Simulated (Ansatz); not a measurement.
The cluster Au2Cl2, relaxed as a singlet with RKS PBE0-D4/def2-SVP in Ansatz, starting from the GFN2-xTB geometry. Force threshold 0.02 eV/Å.

In the def2 sets Au takes a core potential; there is no spin–orbit coupling. No other spin state of charge 0 was run. The structure comes from a short search, and lower isomers may exist.

Start:

Cartesian coordinates in Å:
```
Au -1.340 0.515 -0.492
Au 1.340 -0.514 0.491
Cl 0.579 1.842 0.328
Cl -0.579 -1.843 -0.327
```

(1) Estimate the energy that the relaxation releases and the steps that it takes.

(2) Does the start keep its bonding and symmetry?

(3) Predict the relaxed structure.

## Answers

(1) 1.6 kcal/mol, in 4 steps; 7 s on 4 threads of Arm Neoverse V2 on a shared host. No frequencies were taken in this run, so the end may be a saddle point.

(2) By distances, no bond broke or formed. The bond that changes most is Au1–Cl3, from 2.47 to 2.52 Å (atoms count from 1). The end is the same structure that another start reached, the lowest one found. Point group D2h at the start, D2h at the end, both within 0.05 Å.

(3) 
Cartesian coordinates in Å:
```
Au -1.232 0.472 -0.452
Au 1.232 -0.472 0.452
Cl 0.623 1.979 0.352
Cl -0.623 -1.979 -0.352
```
Bond lengths (bridged metal pairs left out): 4 × Au–Cl 2.52 to 2.53 Å.
